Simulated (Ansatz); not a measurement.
Total energies of Cs8Cl8 (started as a model of: 1x4x4 CsCl rock-salt block) from Ansatz at PBE-D4/def2-SVP, gas phase (1 Eh = 27.2114 eV = 2625.5 kJ/mol). The reference geometry is relaxed at PBE-D4/def2-SVP.

```xyz
16

Cs   -0.7546    3.4216    5.8858
Cl   -2.3488    0.9960    4.5622
Cs   -4.5646   -0.6209    2.5804
Cl   -6.0287   -2.9945    0.9897
Cl    1.6901    3.0265    3.8761
Cs    0.2514    0.2590    2.4525
Cl   -2.0816   -0.9694    0.3173
Cs   -3.7680   -3.4479   -1.2441
Cs    3.7624    3.4545    1.2363
Cl    2.0929    0.9529   -0.3054
Cs   -0.2443   -0.2645   -2.4423
Cl   -1.6992   -3.0119   -3.8867
Cl    6.0180    3.0068   -1.0032
Cs    4.5743    0.6042   -2.5694
Cl    2.3540   -1.0024   -4.5544
Cs    0.7468   -3.4099   -5.8950
```

```csv
state,geometry,energy (Eh)
charge 0 singlet,reference,-3841.24844
charge 1 doublet,reference,-3841.01626
charge 1 doublet,relaxed at PBE-D4/def2-SVP,-3841.02034
charge -1 doublet,reference,-3841.27280
free Cs atom (doublet),–,-20.14714
free Cl atom (doublet),–,-459.79702
```

In the def2 sets Cs takes a core potential; there is no spin–orbit coupling.

(1) Work out the vertical ionisation energy to the doublet.

(2) Work out the vertical electron affinity, to the doublet.

(3) Give the fundamental gap IE − EA, the Mulliken electronegativity (IE + EA)/2 and the hardness (IE − EA)/2.

(4) How much does the charge 1 doublet relax, and what is the adiabatic ionisation energy?

(5) What is the binding energy per atom against free atoms?

(1) E(charge 1 doublet) − E(charge 0 singlet) = -3841.01626 − (-3841.24844) = 0.23218 Eh = 6.32 eV. For comparison, −ε of the highest occupied level is 4.50 eV at this level, 1.82 eV less.

(2) E(charge 0 singlet) − E(charge -1 doublet) = -3841.24844 − (-3841.27280) = 0.02436 Eh = 0.66 eV. The basis lacks diffuse functions, which makes affinities too small.

(3) From the values in Eh: IE − EA = 0.23218 − 0.02436 = 0.20782 Eh = 5.66 eV; (IE + EA)/2 = 3.49 eV; (IE − EA)/2 = 2.83 eV. The HOMO–LUMO gap of the same run is 3.16 eV, 2.50 eV smaller than the fundamental gap.

(4) Relaxation: -3841.01626 − (-3841.02034) = 0.00408 Eh = 0.11 eV. Adiabatic ionisation energy: 0.22810 Eh = 6.21 eV, without zero-point energy. 

(5) Atoms: 8 × (-20.14714) + 8 × (-459.79702) = -3839.55328 Eh. Binding: -3839.55328 − (-3841.24844) = 1.69516 Eh = 46.13 eV, or 2.88 eV for each of 16 atoms (no zero-point energy, no counterpoise term).

At PBE-D4/def2-SVP the gap within one spin of the charge 1 doublet nearly closes, so an electron or hole may be smeared out by delocalisation error. At PBE-D4/def2-SVP the gap within one spin of the relaxed charge 1 doublet nearly closes, so an electron or hole may be smeared out by delocalisation error. At PBE-D4/def2-SVP the gap within one spin of the charge -1 doublet nearly closes, so an electron or hole may be smeared out by delocalisation error. At PBE-D4/def2-SVP the highest occupied level of the charge -1 doublet lies above zero (up to 0.13 eV). By energy differences its removal costs 0.66 eV (vertical, to the charge 0 singlet, at PBE-D4/def2-SVP); self-interaction error and the lack of diffuse functions both raise the level.
